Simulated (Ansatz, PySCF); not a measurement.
methyl(silyloxy)silane (CH₈OSi₂), SMILES C[SiH2]O[SiH3]. Atoms are numbered in the order given.

```xyz
12

Si     1.7384     0.6710     0.9445
O      0.2082     0.2320     0.4945
Si    -0.7332    -0.4578    -0.6901
C     -2.5115    -0.4305    -0.1341
H      2.6319    -0.5262     1.0046
H      2.3122     1.6483    -0.0306
H      1.6713     1.3027     2.2925
H     -0.5648     0.3116    -1.9628
H     -0.2748    -1.8626    -0.9272
H     -3.1619    -0.8837    -0.8988
H     -2.6357    -0.9949     0.8025
H     -2.8503     0.6023     0.0386
```

Geometry: PBE0-D3(BJ)/def2-SVP. Other conformers were not sampled.

Two levels are set side by side: PBE-D3(BJ)/def2-SVP (Ansatz, an electronic-structure program) and PBE0-D3(BJ)/def2-SVP (Ansatz). Each level has its own optimised geometry; the coordinates shown are those of the second. Frequencies come from the Hessian of PySCF at each geometry. Differences are taken from unrounded values.

| quantity | PBE0-D3(BJ) |
|---|---|
| mean bond length (Å) | 1.451 |
| bond Si1–O2 (Å) | 1.654 |
| bond O2–Si3 (Å) | 1.663 |
| bond Si3–C4 (Å) | 1.863 |
| bond Si1–H5 (Å) | 1.495 |
| bond Si1–H6 (Å) | 1.495 |
| bond Si1–H7 (Å) | 1.490 |
| bond Si3–H8 (Å) | 1.497 |
| bond Si3–H9 (Å) | 1.497 |
| bond C4–H10 (Å) | 1.101 |
| bond C4–H11 (Å) | 1.101 |
| bond C4–H12 (Å) | 1.101 |
| highest harmonic wavenumber (cm⁻¹) | 3172 |
| mean harmonic wavenumber (cm⁻¹) | 1226 |
| zero-point energy (kcal/mol) | 52.56 |

What does PBE-D3(BJ) give, and how far is it from PBE0-D3(BJ)? (The exact figures need the calculation; the answer reports its results.)


```
quantity                            PBE-D3(BJ)  PBE-D3(BJ) minus PBE0-D3(BJ)
----------------------------------  ----------  ----------------------------
mean bond length (Å)                     1.462                         0.011
bond Si1–O2 (Å)                          1.672                         0.018
bond O2–Si3 (Å)                          1.681                         0.018
bond Si3–C4 (Å)                          1.874                         0.011
bond Si1–H5 (Å)                          1.507                         0.012
bond Si1–H6 (Å)                          1.507                         0.012
bond Si1–H7 (Å)                          1.501                         0.011
bond Si3–H8 (Å)                          1.508                         0.011
bond Si3–H9 (Å)                          1.508                         0.011
bond C4–H10 (Å)                          1.109                         0.008
bond C4–H11 (Å)                          1.108                         0.008
bond C4–H12 (Å)                          1.108                         0.008
highest harmonic wavenumber (cm⁻¹)        3086                           -87
mean harmonic wavenumber (cm⁻¹)           1186                           -39
zero-point energy (kcal/mol)             50.88                         -1.68
```

GGA bonds tend to be longer and softer than those of functionals with exact exchange. Differences between two approximate levels are no errors against the true value.
